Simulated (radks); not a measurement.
Values are calculated unless marked as measured or tabulated.
Task: Neutral lithium, [He] 2s1. Code: a radial shooting solver on a logarithmic mesh with Libxc functionals. Model: non-relativistic Kohn-Sham, r2SCAN, spin-polarised, spherical densities, point nucleus; meta-GGA in the generalised Kohn-Sham scheme. Every spin shell is full or empty, so the densities are truly spherical. Functionals are evaluated on that one density, not self-consistently. Rank these exchange functionals by their error against the exact value of the orbitals, and give that value: LDA, B88, PBEsol, PW86, OPTX, WC, AM05, B86b, EV93, APBE, revTPSS, r2SCAN, MS2, TASK.

Result: Exact: -1.77731 hartree. From best to worst, with 100 (|E| - |E exact|)/|E exact| (equal figures are ties): OPTX +0.02, r2SCAN +0.13, B88 -0.21, B86b -0.29, revTPSS +0.31, APBE +0.38, MS2 +0.56, PW86 +0.57, TASK -0.67, WC -3.28, EV93 +4.77, PBEsol -5.60, AM05 -10.51, LDA -13.58.
